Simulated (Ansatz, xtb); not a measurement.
# CH7SeSn+: which of two isomers lies lower

We compare X, `C[SeH+][SnH3]`, a singlet, with Y, `[CH3][SnH2][SeH2+]`, a singlet. Both are isolated ions in the gas phase, relaxed with B3LYP-D3(BJ)/def2-SVP; the shapes shown needn't be the lowest conformers.

X (Å):

```json
{"atom": "C", "x (Å)": "-2.2983", "y (Å)": "-1.0988", "z (Å)": "0.5970"}
{"atom": "Se", "x (Å)": "-0.8293", "y (Å)": "-1.7630", "z (Å)": "-0.5454"}
{"atom": "Sn", "x (Å)": "0.1574", "y (Å)": "0.6138", "z (Å)": "-1.4950"}
{"atom": "H", "x (Å)": "-3.1064", "y (Å)": "-0.8091", "z (Å)": "-0.0868"}
{"atom": "H", "x (Å)": "-1.9610", "y (Å)": "-0.2485", "z (Å)": "1.2002"}
{"atom": "H", "x (Å)": "-2.6160", "y (Å)": "-1.9390", "z (Å)": "1.2269"}
{"atom": "H", "x (Å)": "0.1777", "y (Å)": "-1.8972", "z (Å)": "0.5313"}
{"atom": "H", "x (Å)": "-1.0528", "y (Å)": "0.9538", "z (Å)": "-2.6397"}
{"atom": "H", "x (Å)": "1.6651", "y (Å)": "0.0872", "z (Å)": "-2.0760"}
{"atom": "H", "x (Å)": "0.1446", "y (Å)": "1.5404", "z (Å)": "-0.0671"}
```

Y (Å):

```yaml
atoms:
  - { symbol: C, position_ang: [-2.2056, -0.9834, 0.8574] }
  - { symbol: Se, position_ang: [0.4365, 1.2631, -0.7615] }
  - { symbol: Sn, position_ang: [-0.7336, -1.2929, -0.6700] }
  - { symbol: H, position_ang: [-2.9416, -0.2406, 0.5219] }
  - { symbol: H, position_ang: [-2.7098, -1.9461, 1.0304] }
  - { symbol: H, position_ang: [-1.7128, -0.6566, 1.7828] }
  - { symbol: H, position_ang: [0.7065, -2.1195, -0.2781] }
  - { symbol: H, position_ang: [-1.2297, -1.4078, -2.2988] }
  - { symbol: H, position_ang: [1.2677, 0.9902, -1.9552] }
  - { symbol: H, position_ang: [-0.6323, 1.8831, -1.5761] }
```

Quicker runs give these differences E(Y) − E(X): GFN2-xTB +22.7 kJ/mol; HF/STO-3G +13.9 kJ/mol (at GFN2-xTB geometries); r2SCAN-D4/def2-SVP −15.4 kJ/mol (at GFN2-xTB geometries).

**Question.** Estimate which is lower in electronic energy at CCSD(T)/def2-SVP + ΔMP2/def2-TZVPP, and by roughly how much.

**Answer.** The CCSD(T)/def2-SVP + ΔMP2/def2-TZVPP calculation puts structure Y lower, by 17.7 kJ/mol.

The same difference at several levels:

| level | geometry | E(Y) − E(X) (kJ/mol) | departure from the last row (kJ/mol) | job, with rough time for the two |
| --- | --- | --- | --- | --- |
| GFN2-xTB | GFN2-xTB | +22.7 | +40.4 | optimisation, 0.22 s |
| HF/STO-3G | GFN2-xTB | +13.9 | +31.7 | single point, 1.9 s |
| r2SCAN-D4/def2-SVP | GFN2-xTB | −15.4 | +2.4 | single point, 3.7 s |
| B3LYP-D3(BJ)/def2-SVP | B3LYP-D3(BJ)/def2-SVP | −14.0 | +3.7 | optimisation, 83 s |
| HF/def2-SVP | B3LYP-D3(BJ)/def2-SVP | −13.9 | +3.9 | part of the CCSD(T) run |
| MP2/def2-SVP | B3LYP-D3(BJ)/def2-SVP | −20.5 | −2.8 | part of the CCSD(T) run |
| CCSD(T)/def2-SVP | B3LYP-D3(BJ)/def2-SVP | −19.1 | −1.3 | single point |
| CCSD(T)/def2-SVP + ΔMP2/def2-TZVPP | B3LYP-D3(BJ)/def2-SVP | −17.7 |  | single point, 34 s |

As drawn, Y has 1 C–Sn, 1 Se–H in place of 1 C–Se, 1 Sn–H.

GFN2-xTB, HF/STO-3G put the two in the other order. The largest departure from CCSD(T)/def2-SVP + ΔMP2/def2-TZVPP is that of GFN2-xTB, 40.4 kJ/mol. The last row adds to CCSD(T) the change of the MP2 difference between the two basis sets, here +1.3 kJ/mol.

With harmonic frequencies from B3LYP-D3(BJ)/def2-SVP (ideal gas, rigid rotor, one conformer each, 298.15 K, 1 atm): the zero-point term adds −1.6 kJ/mol; ΔH is −18.3 and ΔG −20.9 kJ/mol.

The correlated steps freeze 14 core orbitals; the filled d shell of Se and Sn is correlated, in a basis made for valence electrons. Atoms past krypton carry core potentials in the def2 sets, other sets are all-electron and non-relativistic, and no spin–orbit term is included. Codes used: Ansatz 0.2.0, xtb 6.7.1; the last row on 2 threads of Intel(R) Xeon(R) Processor @ 2.70GHz on a shared host.
